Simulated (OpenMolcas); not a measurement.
3d⁸ along the 26-electron sequence

| Quantity | Value |
| --- | --- |
| Program | OpenMolcas |
| Method | CASSCF |
| Basis | ANO-R2 |
| Scalar Hamiltonian | X2C, finite nucleus |
| Spin-orbit coupling | state interaction with AMFI integrals over the reference wave functions, term energies averaged over their components |

Active space for each ion: 8 electrons in 5 orbitals (3d).

Computed levels in cm-1 above ³F₄:

| Level | Co+ | Ni2+ | Cu3+ |
| --- | --- | --- | --- |
| ³F₃ | 966 | 1358 | 1837 |
| ³F₂ | 1641 | 2292 | 3078 |
| ¹D₂ | 14501 | 17143 | 19612 |
| ³P₂ | 17606 | 20766 | 23793 |
| ³P₁ | 17922 | 21156 | 24240 |
| ³P₀ | 18123 | 21428 | 24591 |
| ¹G₄ | 22509 | 26577 | 30406 |
| ¹S₀ | 54307 | 64022 | 73052 |
| weight of ³F in the lowest level (%) | 100 | 100 | 100 |

Measured, with the error of the calculation in %. Measured levels: Co+ from NIST Handbook of Basic Atomic Spectroscopic Data; Ni2+ from Corliss and Sugar, J. Phys. Chem. Ref. Data 10, 197 (1981); Cu3+ from Sugar and Musgrove, J. Phys. Chem. Ref. Data 19, 527 (1990).

| Level | Co+ | Ni2+ | Cu3+ |
| --- | --- | --- | --- |
| ³F₃ | 950 (+1.6) | 1361 (-0.2) | 1861 (-1.3) |
| ³F₂ | 1597 (+2.7) | 2270 (+1.0) | 3078 (0) |
| ¹D₂ |  | 14032 (+22.2) | 16248 (+20.7) |
| ³P₂ |  | 16662 (+24.6) | 19697 (+20.8) |
| ³P₁ |  | 16978 (+24.6) | 20097 (+20.6) |
| ³P₀ |  | 17231 (+24.4) | 20423 (+20.4) |
| ¹G₄ |  | 23109 (+15.0) | 26913 (+13.0) |
| ¹S₀ |  | 52532 (+21.9) | 61456 (+18.9) |

The fine-structure level ³F₂ changes by a factor of 1.88 from Co+ to Cu3+. Its fourth root runs 6.36, 6.92, 7.45, with steps per unit of Z of 0.55, 0.53; equal steps would mean a (Z - σ)^4 law with constant σ.

¹D₂ changes by a factor of 1.35 over the same range, with steps per unit of Z of +2640, +2470 cm-1.

Without dynamic correlation excited terms often stand tens of per cent too high (terms of higher spin than the ground term too low), and those without a measured partner can miss by more than the paired ones. Some levels mix across a computed gap that differs much from the measured one, so their mixing is not that of the real levels (holds for Ni2+). Computed and measured levels are paired by configuration, term and J; levels that our copy of the source lacks, or whose pairing is in doubt (as where it misses far off the trend of its configuration), stay unpaired and out of the deviations. Only configurations of the active space appear.
